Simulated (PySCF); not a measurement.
C₃H₂N₃, SMILES c1ncn[c]n1, multiplicity 2. Atoms are numbered in the order given.

```xyz
8

C      0.0000     0.0000    -1.3181
N      0.0000    -1.1781    -0.7523
C      0.0000    -1.1287     0.5905
N      0.0000     0.0000     1.2975
C      0.0000     1.1287     0.5905
N      0.0000     1.1781    -0.7523
H      0.0000    -2.0796     1.1363
H      0.0000     2.0796     1.1363
```
Charge 0, spin multiplicity 2.

The structure is a stationary point at B3LYP-D3(BJ)/def2-SVP. The isomer is the one that the SMILES or the coordinates give; other isomers of the formula were not compared.

These are B3LYP/pcH-1 (PySCF) values and carry that method's errors.

Unrestricted Kohn–Sham, ⟨S²⟩ = 0.754. Hyperfine tensors hold the contact and dipolar terms, without spin-orbit corrections.

Computed hyperfine couplings:
```
nucleus    A(iso) (MHz)  A(iso) (G)  dipolar principal values (MHz)
---------  ------------  ----------  ------------------------------
13C no. 1         693.9       247.6             -62.9, -50.5, 113.5
14N no. 2          91.0        32.5                 -6.6, -2.9, 9.5
13C no. 3          39.7        14.1                -7.0, -6.4, 13.4
14N no. 4          -0.2        -0.1                 -3.6, -0.8, 4.4
13C no. 5          39.7        14.1                -7.0, -6.4, 13.4
14N no. 6          91.0        32.5                 -6.6, -2.9, 9.5
1H no. 7           10.9         3.9                 -3.6, -2.1, 5.7
1H no. 8           10.9         3.9                 -3.6, -2.1, 5.7
```

**Question.** And the g tensor (effective nuclear charges for spin-orbit coupling, GIAO)? (The exact figures need the calculation; the answer reports its results.)

**Answer.** principal values 2.0000, 2.0019, 2.0040; isotropic 2.0019.
